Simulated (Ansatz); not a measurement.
Ansatz (a quantum-chemistry and plane-wave program) input (HF/3-21G): The .json file is the Basis Set Exchange's 3-21G.

Ansatz 0.2 input:
```yaml
crystal:
  periodic: [false, false, false]
  atoms:
    - {symbol: N, position_ang: [-0.35318187, -0.46523573, 1.67948160]}
    - {symbol: Si, position_ang: [-0.01675623, -0.00223725, 0.00583905]}
    - {symbol: O, position_ang: [1.58457201, -0.26161891, -0.28154351]}
    - {symbol: O, position_ang: [-0.30022897, 1.59962653, -0.24177220]}
    - {symbol: O, position_ang: [-0.97220288, -0.93427321, -0.94829638]}
    - {symbol: H, position_ang: [-1.29192342, -0.40826424, 2.06175642]}
    - {symbol: H, position_ang: [2.16666722, -0.80134619, 0.25661804]}
    - {symbol: H, position_ang: [0.34323360, 2.26888713, -0.48097510]}
    - {symbol: H, position_ang: [-1.00823818, -1.00118042, -1.90262033]}
basis:
  gaussian:
    orbitals: 3-21G.json
hamiltonian:
  xc: {name: HF}
magnetization: {spin_polarized: true, initial_magnetization: 1}
phonons: {temperatures: {t_min: 298.15, t_max: 298.15, t_step: 100}}
```

Output:

```
Functional definition: HF
integrals: 0.01 GiB planned
650 factors; integrals over basis functions are off by at most 3.2e-4 eV
mean field: 0.23 GiB planned
mean field evaluation 1: about -15434.3949 eV, gradient 3.3e1 eV
mean field evaluation 2: about -15434.5696 eV, gradient 3.3e1 eV
mean field evaluation 4: about -15438.3071 eV, gradient 1.8e0 eV
mean field evaluation 8: about -15438.3499 eV, gradient 2.9e-1 eV
mean field evaluation 16: about -15435.8795 eV, gradient 1.1e1 eV
mean field evaluation 32: about -15437.9616 eV, gradient 9.6e-1 eV
mean field -15438.35145841 eV, -567.3489516062 hartree, gradient 1.0e-5 eV, S^2 0.755772; 1 other end points of the search recorded, 0 dependent functions left out
the calculation of the forces begins
reference -15438.35145841 eV, -567.3489516062 hartree; 25, 24 occupied and 32, 33 virtual orbitals, 650 factors
these checks for a lower state are left out or cut short: stability, starts, cluster_reference, orbital_swaps, neighbouring_geometries, increment
integrals: 0.01 GiB planned
650 factors; integrals over basis functions are off by at most 3.2e-4 eV
mean field: 0.23 GiB planned
mean field -15438.35133208 eV, -567.3489469634 hartree, gradient 3.1e-6 eV, S^2 0.755793; 0 other end points of the search recorded, 0 dependent functions left out
the calculation of the forces begins
reference -15438.35133208 eV, -567.3489469634 hartree; 25, 24 occupied and 32, 33 virtual orbitals, 650 factors
these checks for a lower state are left out or cut short: stability, starts, cluster_reference, orbital_swaps, neighbouring_geometries, increment
integrals: 0.01 GiB planned
650 factors; integrals over basis functions are off by at most 3.2e-4 eV
mean field: 0.23 GiB planned
mean field evaluation 64: about -15438.0467 eV, gradient 1.0e0 eV
mean field -15438.35131836 eV, -567.3489464595 hartree, gradient 3.2e-6 eV, S^2 0.755751; 0 other end points of the search recorded, 0 dependent functions left out
the calculation of the forces begins
reference -15438.35131836 eV, -567.3489464595 hartree; 25, 24 occupied and 32, 33 virtual orbitals, 650 factors
these checks for a lower state are left out or cut short: stability, starts, cluster_reference, orbital_swaps, neighbouring_geometries, increment
integrals: 0.01 GiB planned
650 factors; integrals over basis functions are off by at most 3.2e-4 eV
mean field: 0.23 GiB planned
mean field -15438.35144849 eV, -567.3489512417 hartree, gradient 3.1e-6 eV, S^2 0.755765; 0 other end points of the search recorded, 0 dependent functions left out
the calculation of the forces begins
reference -15438.35144849 eV, -567.3489512417 hartree; 25, 24 occupied and 32, 33 virtual orbitals, 650 factors
these checks for a lower state are left out or cut short: stability, starts, cluster_reference, orbital_swaps, neighbouring_geometries, increment
integrals: 0.01 GiB planned
650 factors; integrals over basis functions are off by at most 3.2e-4 eV
mean field: 0.23 GiB planned
mean field -15438.35144320 eV, -567.3489510470 hartree, gradient 3.3e-6 eV, S^2 0.755778; 0 other end points of the search recorded, 0 dependent functions left out
the calculation of the forces begins
reference -15438.35144320 eV, -567.3489510470 hartree; 25, 24 occupied and 32, 33 virtual orbitals, 650 factors
these checks for a lower state are left out or cut short: stability, starts, cluster_reference, orbital_swaps, neighbouring_geometries, increment
integrals: 0.01 GiB planned
650 factors; integrals over basis functions are off by at most 3.2e-4 eV
mean field: 0.23 GiB planned
mean field evaluation 96: about -15438.3514 eV, gradient 2.6e-6 eV
mean field -15438.35135581 eV, -567.3489478355 hartree, gradient 3.5e-6 eV, S^2 0.755780; 0 other end points of the search recorded, 0 dependent functions left out
the calculation of the forces begins
reference -15438.35135581 eV, -567.3489478355 hartree; 25, 24 occupied and 32, 33 virtual orbitals, 650 factors
these checks for a lower state are left out or cut short: stability, starts, cluster_reference, orbital_swaps, neighbouring_geometries, increment
integrals: 0.01 GiB planned
650 factors; integrals over basis functions are off by at most 3.2e-4 eV
mean field: 0.23 GiB planned
mean field -15438.35135796 eV, -567.3489479147 hartree, gradient 3.1e-6 eV, S^2 0.755764; 0 other end points of the search recorded, 0 dependent functions left out
the calculation of the forces begins
reference -15438.35135796 eV, -567.3489479147 hartree; 25, 24 occupied and 32, 33 virtual orbitals, 650 factors
these checks for a lower state are left out or cut short: stability, starts, cluster_reference, orbital_swaps, neighbouring_geometries, increment
integrals: 0.01 GiB planned
650 factors; integrals over basis functions are off by at most 3.2e-4 eV
[...]
reference -15438.35140372 eV, -567.3489495962 hartree; 25, 24 occupied and 32, 33 virtual orbitals, 650 factors
these checks for a lower state are left out or cut short: stability, starts, cluster_reference, orbital_swaps, neighbouring_geometries, increment
integrals: 0.01 GiB planned
650 factors; integrals over basis functions are off by at most 3.2e-4 eV
mean field: 0.23 GiB planned
mean field -15438.35138131 eV, -567.3489487727 hartree, gradient 3.2e-6 eV, S^2 0.755772; 0 other end points of the search recorded, 0 dependent functions left out
the calculation of the forces begins
reference -15438.35138131 eV, -567.3489487727 hartree; 25, 24 occupied and 32, 33 virtual orbitals, 650 factors
these checks for a lower state are left out or cut short: stability, starts, cluster_reference, orbital_swaps, neighbouring_geometries, increment
integrals: 0.01 GiB planned
650 factors; integrals over basis functions are off by at most 3.2e-4 eV
mean field: 0.23 GiB planned
mean field evaluation 448: about -15438.3514 eV, gradient 1.8e-4 eV
mean field -15438.35138221 eV, -567.3489488057 hartree, gradient 3.1e-6 eV, S^2 0.755771; 0 other end points of the search recorded, 0 dependent functions left out
the calculation of the forces begins
reference -15438.35138221 eV, -567.3489488057 hartree; 25, 24 occupied and 32, 33 virtual orbitals, 650 factors
these checks for a lower state are left out or cut short: stability, starts, cluster_reference, orbital_swaps, neighbouring_geometries, increment
integrals: 0.01 GiB planned
650 factors; integrals over basis functions are off by at most 3.2e-4 eV
mean field: 0.23 GiB planned
mean field -15438.35136517 eV, -567.3489481795 hartree, gradient 3.1e-6 eV, S^2 0.755772; 0 other end points of the search recorded, 0 dependent functions left out
the calculation of the forces begins
reference -15438.35136517 eV, -567.3489481795 hartree; 25, 24 occupied and 32, 33 virtual orbitals, 650 factors
these checks for a lower state are left out or cut short: stability, starts, cluster_reference, orbital_swaps, neighbouring_geometries, increment
integrals: 0.01 GiB planned
650 factors; integrals over basis functions are off by at most 3.2e-4 eV
mean field: 0.23 GiB planned
mean field -15438.35136361 eV, -567.3489481224 hartree, gradient 3.2e-6 eV, S^2 0.755771; 0 other end points of the search recorded, 0 dependent functions left out
the calculation of the forces begins
reference -15438.35136361 eV, -567.3489481224 hartree; 25, 24 occupied and 32, 33 virtual orbitals, 650 factors
these checks for a lower state are left out or cut short: stability, starts, cluster_reference, orbital_swaps, neighbouring_geometries, increment
integrals: 0.01 GiB planned
650 factors; integrals over basis functions are off by at most 3.2e-4 eV
mean field: 0.23 GiB planned
mean field -15438.35144656 eV, -567.3489511705 hartree, gradient 3.2e-6 eV, S^2 0.755771; 0 other end points of the search recorded, 0 dependent functions left out
the calculation of the forces begins
reference -15438.35144656 eV, -567.3489511705 hartree; 25, 24 occupied and 32, 33 virtual orbitals, 650 factors
these checks for a lower state are left out or cut short: stability, starts, cluster_reference, orbital_swaps, neighbouring_geometries, increment
integrals: 0.01 GiB planned
650 factors; integrals over basis functions are off by at most 3.2e-4 eV
mean field: 0.23 GiB planned
mean field evaluation 480: about -15438.3480 eV, gradient 1.0e0 eV
mean field -15438.35144666 eV, -567.3489511744 hartree, gradient 3.1e-6 eV, S^2 0.755772; 0 other end points of the search recorded, 0 dependent functions left out
the calculation of the forces begins
reference -15438.35144666 eV, -567.3489511744 hartree; 25, 24 occupied and 32, 33 virtual orbitals, 650 factors
these checks for a lower state are left out or cut short: stability, starts, cluster_reference, orbital_swaps, neighbouring_geometries, increment
integrals: 0.01 GiB planned
650 factors; integrals over basis functions are off by at most 3.2e-4 eV
mean field: 0.23 GiB planned
mean field -15438.35145416 eV, -567.3489514498 hartree, gradient 3.1e-6 eV, S^2 0.755772; 0 other end points of the search recorded, 0 dependent functions left out
the calculation of the forces begins
reference -15438.35145416 eV, -567.3489514498 hartree; 25, 24 occupied and 32, 33 virtual orbitals, 650 factors
these checks for a lower state are left out or cut short: stability, starts, cluster_reference, orbital_swaps, neighbouring_geometries, increment
integrals: 0.01 GiB planned
650 factors; integrals over basis functions are off by at most 3.2e-4 eV
mean field: 0.23 GiB planned
mean field -15438.35145435 eV, -567.3489514569 hartree, gradient 3.2e-6 eV, S^2 0.755772; 0 other end points of the search recorded, 0 dependent functions left out
the calculation of the forces begins
reference -15438.35145435 eV, -567.3489514569 hartree; 25, 24 occupied and 32, 33 virtual orbitals, 650 factors
these checks for a lower state are left out or cut short: stability, starts, cluster_reference, orbital_swaps, neighbouring_geometries, increment
integrals: 0.01 GiB planned
650 factors; integrals over basis functions are off by at most 3.2e-4 eV
mean field: 0.23 GiB planned
mean field evaluation 512: about -15438.3515 eV, gradient 2.2e-6 eV
mean field -15438.35145299 eV, -567.3489514070 hartree, gradient 3.1e-6 eV, S^2 0.755771; 0 other end points of the search recorded, 0 dependent functions left out
the calculation of the forces begins
reference -15438.35145299 eV, -567.3489514070 hartree; 25, 24 occupied and 32, 33 virtual orbitals, 650 factors
these checks for a lower state are left out or cut short: stability, starts, cluster_reference, orbital_swaps, neighbouring_geometries, increment
integrals: 0.01 GiB planned
650 factors; integrals over basis functions are off by at most 3.2e-4 eV
mean field: 0.23 GiB planned
mean field -15438.35145424 eV, -567.3489514528 hartree, gradient 3.1e-6 eV, S^2 0.755772; 0 other end points of the search recorded, 0 dependent functions left out
the calculation of the forces begins
reference -15438.35145424 eV, -567.3489514528 hartree; 25, 24 occupied and 32, 33 virtual orbitals, 650 factors
these checks for a lower state are left out or cut short: stability, starts, cluster_reference, orbital_swaps, neighbouring_geometries, increment
integrals: 0.01 GiB planned
650 factors; integrals over basis functions are off by at most 3.2e-4 eV
mean field: 0.23 GiB planned
mean field -15438.35128427 eV, -567.3489452065 hartree, gradient 3.1e-6 eV, S^2 0.755771; 0 other end points of the search recorded, 0 dependent functions left out
the calculation of the forces begins
reference -15438.35128427 eV, -567.3489452065 hartree; 25, 24 occupied and 32, 33 virtual orbitals, 650 factors
these checks for a lower state are left out or cut short: stability, starts, cluster_reference, orbital_swaps, neighbouring_geometries, increment
integrals: 0.01 GiB planned
650 factors; integrals over basis functions are off by at most 3.2e-4 eV
mean field: 0.23 GiB planned
mean field -15438.35128447 eV, -567.3489452138 hartree, gradient 3.2e-6 eV, S^2 0.755772; 0 other end points of the search recorded, 0 dependent functions left out
the calculation of the forces begins
reference -15438.35128447 eV, -567.3489452138 hartree; 25, 24 occupied and 32, 33 virtual orbitals, 650 factors
Total energy: -15438.35145841 eV, -567.3489516062 hartree
Atom 0 at    -0.353182    -0.465236     1.679482 Å, force     0.002509     0.001046    -0.000570 eV/Å
Atom 1 at    -0.016756    -0.002237     0.005839 Å, force     0.000360     0.000191    -0.002113 eV/Å
Atom 2 at     1.584572    -0.261619    -0.281544 Å, force    -0.000012     0.000236     0.000104 eV/Å
Atom 3 at    -0.300229     1.599627    -0.241772 Å, force     0.000497    -0.000881     0.001472 eV/Å
Atom 4 at    -0.972203    -0.934273    -0.948296 Å, force    -0.000044    -0.000199    -0.000588 eV/Å
Atom 5 at    -1.291923    -0.408264     2.061756 Å, force    -0.002175    -0.000230     0.001042 eV/Å
Atom 6 at     2.166667    -0.801346     0.256618 Å, force    -0.000858    -0.000150     0.000368 eV/Å
Atom 7 at     0.343234     2.268887    -0.480975 Å, force    -0.000231     0.000251    -0.000057 eV/Å
Atom 8 at    -1.008238    -1.001180    -1.902620 Å, force    -0.000046    -0.000262     0.000341 eV/Å
Dipole moment:     0.153104     0.078604    -0.234691 e Å
Vibrations: 136.23 183.50 239.69 259.30 302.52 344.54 356.87 395.92 438.79 723.02 748.72 775.81 799.24 866.52 1052.14 1100.10 1122.32 3591.62 4005.60 4008.64 4021.87 cm⁻¹, zero-point energy 1.579123 eV
```

The blocks after the first are displaced geometries, from whose forces the wavenumbers follow.
